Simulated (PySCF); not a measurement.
CF2I, charge +1, multiplicity 1. Atoms are numbered in the order given.

```xyz
4

F      0.0000     1.0531    -1.8936
C      0.0000     0.0000    -1.2179
F      0.0000    -1.0531    -1.8936
I      0.0000     0.0000     0.7810
```
Charge +1, spin multiplicity 1.

Coordinates come from a PBE0-D3(BJ)/def2-SVP optimisation. The multiplicity is an assumed one; other spin states were not compared. The isomer is the one that the SMILES or the coordinates give; other isomers of the formula were not compared. The def2 effective core potentials stand for the cores of I; spin–orbit coupling is left out.

All values below come from PySCF with r2SCAN/def2-TZVPD.

The molecule is in vacuum.

Computed frontier levels, gap, dipole moment and polarisability:
The highest occupied level is -13.80 eV and the lowest empty level comes out as -10.36 eV. The orbital gap is 3.44 eV. The dipole moment about the centre of nuclear charge comes out as 0.97 D and the mean static polarisability is 40.6 bohr³ (6.02 Å³). The polarisability, principal values is 30.2, 35.6, 56.0 bohr³.
